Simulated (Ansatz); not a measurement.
These are PBE-D3(BJ)/def2-SVP (Ansatz, an electronic-structure program) values and carry that method's errors. No frequencies were computed at this level.

Ansatz 0.2 input:
```yaml
crystal:
  periodic: [false, false, false]
  atoms:
    - { symbol: Mo, position_ang: [-0.000022, -0.000009, 0.000013] }
    - { symbol: Cl, position_ang: [-1.294679, 0.225966, 1.88342] }
    - { symbol: Cl, position_ang: [1.294668, -0.225953, -1.883387] }
    - { symbol: Cl, position_ang: [-1.574596, -1.399581, -0.914505] }
    - { symbol: Cl, position_ang: [-1.057777, 1.80682, -0.9439] }
    - { symbol: Cl, position_ang: [1.057799, -1.806817, 0.943891] }
    - { symbol: Cl, position_ang: [1.57459, 1.399566, 0.914478] }
basis:
  gaussian: { orbitals: def2-svp }
hamiltonian:
  xc: pbe
  dispersion: d3bj
relax:
  max_steps: 150
```

Output:

```
Functional definition: PBE
1473 factors; their error is unknown
mean field evaluation 1: about -76942.4034 eV, gradient 3.0e1 eV
mean field evaluation 2: about -76808.0740 eV, gradient 2.1e2 eV
mean field evaluation 4: about -76944.5100 eV, gradient 4.5e0 eV
mean field evaluation 8: about -76944.5505 eV, gradient 1.5e-1 eV
mean field evaluation 16: about -76944.4706 eV, gradient 8.2e-5 eV
mean field -76944.47059179 eV, -2827.6571394129 hartree, gradient 3.4e-5 eV, S^2 0.000000; 0 other end points of the search recorded, 0 dependent functions left out
reference -76944.47066602 eV, -2827.6571421409 hartree; 58, 58 occupied and 81, 81 virtual orbitals, 1473 factors
relax step   1: F+E_penalty+E_count = -76944.97498132 eV  Δ(F+E_penalty+E_count) = +0.000e0 eV  max|allowed force component| = 2.782e-1 eV/Å  Δτ_max = 0.0000 Å  (28 SCF iters, accepted)
these checks for a lower state are left out or cut short: starts, cluster_reference, orbital_swaps, neighbouring_geometries, increment
1473 factors; their error is unknown
mean field -76944.49325313 eV, -2827.6579722017 hartree, gradient 2.0e-5 eV, S^2 0.000000; 0 other end points of the search recorded, 0 dependent functions left out
reference -76944.49332767 eV, -2827.6579749412 hartree; 58, 58 occupied and 81, 81 virtual orbitals, 1473 factors
relax step   2: F+E_penalty+E_count = -76944.99164439 eV  Δ(F+E_penalty+E_count) = -1.666e-2 eV  max|allowed force component| = 8.705e-2 eV/Å  Δτ_max = 0.0248 Å  (26 SCF iters, accepted)
these checks for a lower state are left out or cut short: starts, cluster_reference, orbital_swaps, neighbouring_geometries, increment
1473 factors; their error is unknown
mean field -76944.49371834 eV, -2827.6579892981 hartree, gradient 3.4e-5 eV, S^2 0.000000; 0 other end points of the search recorded, 0 dependent functions left out
reference -76944.49379281 eV, -2827.6579920347 hartree; 58, 58 occupied and 81, 81 virtual orbitals, 1473 factors
relax step   3: F+E_penalty+E_count = -76944.99360968 eV  Δ(F+E_penalty+E_count) = -1.965e-3 eV  max|allowed force component| = 1.243e-4 eV/Å  Δτ_max = 0.0062 Å  (27 SCF iters, accepted)
1473 factors; their error is unknown
mean field evaluation 32: about -76798.4328 eV, gradient 2.2e2 eV
mean field -76944.49371834 eV, -2827.6579892981 hartree, gradient 3.4e-5 eV, S^2 0.000000; 1 other end points of the search recorded, 0 dependent functions left out
reference -76944.49379281 eV, -2827.6579920347 hartree; 58, 58 occupied and 81, 81 virtual orbitals, 1473 factors
Total energy: -76944.99368415 eV, -2827.6763627026 hartree
Atom 0 at    -0.000009    -0.000004     0.000006 Å, force     0.000064     0.000025    -0.000038 eV/Å
Atom 1 at    -1.305144     0.227806     1.898640 Å, force    -0.000037    -0.000124     0.000018 eV/Å
Atom 2 at     1.305137    -0.227803    -1.898625 Å, force     0.000035     0.000096    -0.000058 eV/Å
Atom 3 at    -1.587320    -1.410898    -0.921899 Å, force    -0.000085     0.000007     0.000064 eV/Å
Atom 4 at    -1.066344     1.821432    -0.951516 Å, force    -0.000011     0.000004    -0.000082 eV/Å
Atom 5 at     1.066349    -1.821432     0.951515 Å, force    -0.000042    -0.000016     0.000107 eV/Å
Atom 6 at     1.587315     1.410891     0.921891 Å, force     0.000076     0.000008    -0.000012 eV/Å
Dipole moment:    -0.000010    -0.000004     0.000006 e Å
```

Cost: very roughly 23 core-seconds.
